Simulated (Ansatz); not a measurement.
Reaction (silylene formation by 1,1-elimination): `CO/C=C/[SiH3]` → `C=COC` + `[SiH2]`

Program: Ansatz. Geometries: PBE0-D4/def2-TZVP. ΔE: electronic, gas phase. CCSD(T)/CBS adds triple-zeta CCSD(T) − MP2 to the extrapolated MP2 energy (def2 sets, frozen cores). This one scheme is used for every species. DFT in def2-TZVPP. B3LYP here is the variant with VWN-RPA as its local correlation; programs differ in this. One conformer a species, not always the lowest.

```json
{"level": "B3LYP-D4", "ΔE (kJ/mol)": "241.5"}
{"level": "B2PLYP", "ΔE (kJ/mol)": "241.9"}
{"level": "CAM-B3LYP", "ΔE (kJ/mol)": "241.6"}
{"level": "SCS-MP2/def2-QZVPP", "ΔE (kJ/mol)": "253.2"}
```

Question: What does CCSD(T)/CBS give? (Estimate.)

Answer: Ansatz gave: +246.4 kJ/mol. The listed levels differ from it by -4.9, -4.5, -4.8, 6.8 kJ/mol.

Largest T1 diagnostic among the species: 0.014.

Leaving LDA and LC-ωPBE aside and taking each functional with its dispersion term where it has one, the values, not all of them listed here, spread over 36.4 kJ/mol, from BLYP-D4 to r2SCAN0-D4. LDA lies +34.2 kJ/mol from PBE without D4. At CCSD(T), def2-SVP lies −16.0 kJ/mol from the extrapolated value and def2-TZVPP −6.2 kJ/mol.

CCSD(T)/CBS has its own doubt, a few kJ/mol and more with outer-core shells, so smaller differences from it don't rank the levels.
